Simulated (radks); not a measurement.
Problem. Species: Te+. Configuration: [Kr] 4d10 5s2 5p3. All-electron calculation, scalar-relativistic Kohn-Sham, r2SCAN, spin-polarised, spherical densities, finite nucleus; open shells are filled with parallel spins first (spin-orbit coupling, left out, can overturn this in heavy ions); meta-GGA in the generalised Kohn-Sham scheme; Fermi nuclear charge, rms radius 4.7423 fm. Program: a radial shooting solver on a logarithmic mesh with Libxc functionals. Some entries of the table are withheld. Estimate them.

orbital  occ.  eigenvalue (hartree)  <1/r> (bohr^-1)  <r^2> (bohr^2)
1s up       1             -1164.716            55.57        0.001049
1s down     1             -1164.711            55.57        0.001049
2s up       1             -179.4923            12.73         0.01693
2s down     1             -179.4919            12.73         0.01693
2p up       3             -161.0506            12.18         0.01340
2p down     3             -161.0475            12.18         0.01340
3s up       1             -36.22365            4.560          0.1181
3s down     1             -36.22107            4.559          0.1181
3p up       3             -30.18813            4.330          0.1186
3p down     3             -30.18458            4.330          0.1186
3d up       5             -21.07762            4.087          0.1043
3d down     5             -21.07394            4.087          0.1043
4s up       1              -6.52297            1.815          0.6622
4s down     1              -6.51436            1.813          0.6630
4p up       3              -4.64344              (1)          0.7701
4p down     3              -4.63598              (2)          0.7694
4d up       5              -1.89835            1.365           1.117
4d down     5              -1.88551            1.372           1.095
5s up       1                   (3)           0.6286           4.755
5s down     1                   (4)           0.6431           4.637
5p up       3              -0.55066           0.5195           6.807
5p down     0              -0.42461           0.5318           6.549

Solution. 
(1) 4p up <1/r> (bohr^-1): 1.659
(2) 4p down <1/r> (bohr^-1): 1.658
(3) 5s up eigenvalue (hartree): -0.92139
(4) 5s down eigenvalue (hartree): -0.80771
